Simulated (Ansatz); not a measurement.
Other settings, tried on Sn(CF3)4 (SnC₄F₁₂).

```yaml
crystal:
  periodic: [false, false, false]
  atoms:
    - {symbol: Sn, position_ang: [0.000409, 0.000777, -0.000612]}
    - {symbol: C, position_ang: [-0.011157, -0.005407, 2.205642]}
    - {symbol: F, position_ang: [-1.253605, -0.190747, 2.679276]}
    - {symbol: F, position_ang: [0.446001, 1.158542, 2.693379]}
    - {symbol: F, position_ang: [0.764699, -0.988091, 2.689417]}
    - {symbol: C, position_ang: [2.082777, 0.010345, -0.729397]}
    - {symbol: F, position_ang: [2.791142, 0.993759, -0.153064]}
    - {symbol: F, position_ang: [2.127375, 0.195224, -2.058013]}
    - {symbol: F, position_ang: [2.693818, -1.152676, -0.455008]}
    - {symbol: C, position_ang: [-1.045904, 1.800598, -0.731005]}
    - {symbol: F, position_ang: [-2.256524, 1.916770, -0.163170]}
    - {symbol: F, position_ang: [-1.217703, 1.752303, -2.061227]}
    - {symbol: F, position_ang: [-0.349193, 2.911918, -0.446029]}
    - {symbol: C, position_ang: [-1.025353, -1.804869, -0.745805]}
    - {symbol: F, position_ang: [-0.524480, -2.912091, -0.175385]}
    - {symbol: F, position_ang: [-0.883324, -1.926278, -2.074832]}
    - {symbol: F, position_ang: [-2.338979, -1.760096, -0.474156]}
basis:
  gaussian: {orbitals: def2-mTZVP, point_charges: [{charge: -1.00, position_ang: [6.763, -0.361, -0.951]}]}
magnetization: {spin_polarized: false, initial_magnetization: 2}
hamiltonian: {xc: {name: B3LYP}}
scf: {omitted_lower_state_checks: [starts]}
```

```sh
$ ansatz run in.yaml --threads 4 --pin off --events-out ev --progress --plain --max-ram 6963MiB
```

Output, abridged:

```
Functional definition: B3LYP
2898 factors; integrals over basis functions are off by at most 1.4e-3 eV
mean field evaluation 1: about -42582.8360 eV, gradient 7.8e1 eV
mean field evaluation 2: about -42583.2691 eV, gradient 7.8e1 eV
mean field evaluation 4: about -42589.2848 eV, gradient 2.7e1 eV
mean field evaluation 8: about -42591.5147 eV, gradient 8.3e0 eV
mean field evaluation 16: about -42591.9084 eV, gradient 5.9e-1 eV
mean field evaluation 32: about -42591.9123 eV, gradient 2.6e-3 eV
mean field -42591.91232821 eV, -1565.2239082268 hartree, gradient 1.2e-5 eV, S^2 2.000000; 0 other end points of the search recorded, 0 dependent functions left out
reference -42591.91263371 eV, -1565.2239194537 hartree; 78, 76 occupied and 262, 264 virtual orbitals, 2898 factors
Total energy: -42591.91263371 eV, -1565.2239194537 hartree
Checks for a lower state left out: starts
```

Hardware: 4 threads of Arm Neoverse V1 on a shared host. Wall time 51 s, peak host memory 2.3 GiB.

In the def2 sets Sn takes a core potential; there is no spin–orbit coupling. B3LYP takes the VWN-RPA correlation.

With spin_polarized false and unpaired electrons the run is restricted open-shell.
